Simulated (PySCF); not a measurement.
Species: C₆H₁₀O₂ (charge +1 and doublet state).
Cartesian coordinates in Å at the GFN2-xTB level; atoms count from 1:
```
atom  x, y, z in Å
C1    -0.529    1.910   -0.714
C2    -0.574    0.603   -0.494
C3    -1.722   -0.334   -0.719
C4    -2.004   -1.222    0.455
C5     0.672   -0.091    0.038
O6     0.620   -1.152    0.628
O7     1.749    0.579   -0.220
C8     3.010    0.044    0.201
H9     0.379    2.481   -0.601
H10   -1.405    2.473   -0.994
H11   -1.535   -0.933   -1.618
H12   -2.606    0.278   -0.945
H13   -1.032   -1.687    0.768
H14   -2.667   -2.049    0.208
H15   -2.345   -0.671    1.330
H16    2.976   -0.241    1.254
H17    3.274   -0.825   -0.403
H18    3.730    0.843    0.039
```

The hyperfine couplings belong to this conformer and change with its torsions.

As a line formula: `[CH2+][C](CC)C(=O)OC` [radical] (charge +1).

The calculation used UKS B3LYP, pcH-1 on C H O, non-relativistic, mean-field spin-orbit, GIAO (PySCF). One conformer (not necessarily the lowest) at the GFN2-xTB geometry, without solvent, vibrations or thermal averaging. The geometry wasn't refined by DFT: couplings that depend on bond lengths, twists or pyramidal angles can differ widely from those at the functional's own minimum, by a factor of two or more for some ions and for spin on atoms past the first row. The frame is twisted about the C2–C5 bond at this geometry (dihedral C1–C2–C5–O7 = -22°); couplings at other torsion angles weren't computed. The SCF solution wasn't tested for stability.

Where do the isotropic ENDOR lines of H13/H14/H15, H11/H12, H10, H9 and H16/H17/H18 fall at 1212.9 mT, to first order?

ν± = |νn ± a/2|, one line for each electron-spin manifold; νn = |g_N| × 7.62259 MHz/T × B.

```tsv
nuclei	isotope	g_N	νn (MHz)	a_iso (MHz)	lower line (MHz)	upper line (MHz)
H13/H14/H15	1H	5.5857	51.64	114.22	5.47	108.75
H11/H12	1H	5.5857	51.64	86.81	8.24	95.05
H10	1H	5.5857	51.64	30.34	36.47	66.81
H9	1H	5.5857	51.64	13.08	45.10	58.18
H16/H17/H18	1H	5.5857	51.64	1.13	51.08	52.21
```

Which pairs are centred on the nuclear Larmor frequency, and which on half the coupling?

Centred on νn, since |a| < 2νn: H11/H12, H10, H9 and H16/H17/H18. Centred on |a|/2 and split by 2νn: H13/H14/H15.

At what field would the lower line of H11/H12 fall to zero frequency?

Where νn = |a|/2, that is B = 43.41 MHz/(5.5857 × 7.62259 MHz/T) = 1020 mT, as far as first order holds there.

Nuclei that the bonding pattern makes equivalent are averaged, as if the motion that swaps them (rotation, inversion, ring flip) were fast. H9 and H10 aren't averaged: C1 is flat or nearly so (angle sum 360°), and its turn about the short C1–C2 bond (1.33 Å) is taken as slow. The three 1H nuclei of mean +114.2 MHz run from 30.9 to 256.2 MHz in the frozen geometry. The 1H value of +86.8 MHz is a mean of couplings from 32.3 to 141.3 MHz in this one geometry, not an average over conformers.

Largest spin populations (Mulliken): O6 (+0.49), C4 (+0.17), C2 (+0.10) and H13 (+0.07).

The SMILES draws the unpaired electron on C2; the largest computed Mulliken spin population is on O6 (0.49 against 0.10).
